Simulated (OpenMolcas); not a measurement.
**Cu2+, Ag2+, Au2+: d⁹ down the group**

- Program: OpenMolcas
- Method: MS-CASPT2, IPEA 0.25 Eh, imaginary shift 0.1 Eh
- Basis: ANO-RCC-VTZP
- Scalar Hamiltonian: DKH2, point nucleus
- Spin-orbit coupling: state interaction with AMFI integrals over the reference wave functions, term energies averaged over their components

Active space for each ion: 9 electrons in 6 orbitals (d s); closed shells correlated by CASPT2: Cu2+ 3s 3p; Ag2+ 4s 4p; Au2+ 5s 5p.

Computed levels in cm-1 above ²D_5/2:

```json
{"Level": "²D_3/2", "Cu2+": "2190", "Ag2+": "4630", "Au2+": "13300"}
{"Level": "weight of ²D in the lowest level (%)", "Cu2+": "100", "Ag2+": "100", "Au2+": "100"}
```

Measured, with the error of the calculation in %. Measured levels: Cu2+ from Sugar and Musgrove, J. Phys. Chem. Ref. Data 19, 527 (1990); Ag2+ from Moore, Atomic Energy Levels, vol. III, NSRDS-NBS 35 (1971 reprint of NBS Circular 467, 1958); Au2+ from Iglesias, J. Res. Natl. Bur. Stand. 64A, 481 (1960).

```csv
Level,Cu2+,Ag2+,Au2+
²D_3/2,2072 (+5.5),4607 (+0.5),12694 (+4.8)
```

The fine-structure level ²D_3/2 changes by a factor of 6.07 from Cu2+ to Au2+.

CASPT2 does not keep the components of a term degenerate, so their means are used; among the terms shown or strongly mixed into the levels shown the widest spread is 25 cm-1 (5d⁹ ²D, Au2+). Computed and measured levels are paired by configuration, term and J; levels that our copy of the source lacks, or whose pairing is in doubt (as where it misses far off the trend of its configuration), stay unpaired and out of the deviations. Only configurations of the active space appear.
